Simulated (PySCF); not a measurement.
Broadened absorption spectrum of C3H11BSi2

C3H11BSi2.
SMILES: `[SiH2]1[SiH2]CC[C@H]1B`

Level of theory: TDDFT wB97X-D/def2-SVPD, vertical, gas phase, core orbitals frozen in the response (PySCF). One conformer (not necessarily the lowest) at the PBE0-D3(BJ)/def2-SVP geometry, without solvent, vibrations or thermal averaging.

Each state is given a Gaussian of 0.25 eV full width at half maximum, with ε(max) = 2.175×10⁸ f / Δν̃ (Δν̃ the width in cm⁻¹). The width is an assumption, not a result. The curve ends short of the highest state used, and states not computed would add to its high-energy end.

| λ (nm) | ε (L mol⁻¹ cm⁻¹) |
| --- | --- |
| 169.7 | 656 |
| 171.2 | 659 |
| 172.7 | 1768 |
| 174.2 | 4957 |
| 175.7 | 10462 |
| 177.2 | 16306 |
| 178.6 | 19183 |
| 180.1 | 17991 |
| 181.6 | 13684 |
| 183.1 | 8878 |
| 184.6 | 5405 |
| 186.0 | 3703 |
| 187.5 | 2932 |
| 189.0 | 2455 |
| 190.5 | 1888 |
| 192.0 | 1291 |
| 193.5 | 831 |
| 194.9 | 575 |
| 196.4 | 479 |
| 197.9 | 672 |
| 199.4 | 1497 |
| 200.9 | 3505 |
| 202.3 | 6834 |
| 203.8 | 11746 |
| 205.3 | 16831 |
| 206.8 | 20223 |
| 208.3 | 20517 |
| 209.7 | 17965 |
| 211.2 | 13407 |
| 212.7 | 8621 |
| 214.2 | 4806 |
| 215.7 | 2337 |
| 217.2 | 997 |
| 218.6 | 402 |
| 220.1 | 135 |
| 221.6 | 41 |

(1) Where are the band maxima, and which computed states make them?

(2) On this curve, what absorbance would a 10⁻⁵ mol/L sample give at 193 nm over a 1 cm path?

(3) Coming from long wavelengths, where does ε first pass 100 L mol⁻¹ cm⁻¹?

## Answers

(1) 208 nm (5.97 eV), ε about 21000, made up of S1 (100%); 179 nm (6.93 eV), ε about 19000, made up of S4 (20%) and S5 (80%) (ε in L mol⁻¹ cm⁻¹; maxima over ε = 5, shares over 10%). At its high-energy end, 7.30 eV, the curve is still rising (ε about 630, from S5, S6 and S7). The states used: S1 5.97 eV (f 0.193); S2 6.36 eV (f 0.0029); S3 6.59 eV (f 0.021); S4 6.84 eV (f 0.052); S5 6.95 eV (f 0.147); S6 7.32 eV (f 0.0022); S7 7.50 eV (f 0.016); S8 7.60 eV (f 0.022); S9 7.74 eV (f 0.019); S10 7.90 eV (f 0.025).

(2) 193 nm is 6.424 eV, where ε is about 960 L mol⁻¹ cm⁻¹, so A = ε c l ≈ 0.0096 (Beer–Lambert, with the gas-phase spectrum and the assumed width).

(3) At about 220 nm (5.62 eV), 0.35 eV below S1.

All these states lie below the vertical ionisation energy of 9.47 eV (ΔSCF).

Time: 5.6 min (grids of density and orbitals included); peak memory 0.97 GiB. Hardware: one thread of an Intel Xeon at 2.50 GHz, on a shared host.
